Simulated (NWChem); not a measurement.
System: CH4F2Si; SMILES FC(F)[SiH3]

NWChem input:

```
start job
memory heap 200 mb stack 900 mb global 1100 mb
geometry units angstroms
  F     -0.144132     1.142379     1.100602
  C      0.391733     0.551282     0.000000
  F     -0.144132     1.142379    -1.100602
  Si    -0.045905    -1.322196     0.000000
  H      1.477520     0.765207     0.000000
  H      0.535532    -1.947882    -1.222568
  H      0.535532    -1.947882     1.222568
  H     -1.529641    -1.449025     0.000000
end
basis spherical
  * library 3-21g
end
dft
  xc hfexch
  iterations 150
end
driver
  maxiter 120
end
task dft optimize
task dft freq
```

The level has its own optimisation; frequencies are unscaled.

Task: What results follow from this input? (Hartree-Fock/3-21G.) Quantities: r C–F (Å); r C–Si (Å); r C–H (Å); highest harmonic frequency (cm⁻¹); lowest (cm⁻¹); zero-point energy (kcal/mol); dipole (D).

Result: The r C–F (Å) is 1.390, the r C–Si (Å) comes out as 1.934 and the r C–H (Å) comes out as 1.077. The highest harmonic frequency (cm⁻¹) comes out as 3289 and the lowest (cm⁻¹) comes out as 173. The zero-point energy (kcal/mol) comes out as 31.3. The dipole (D) is 2.58.
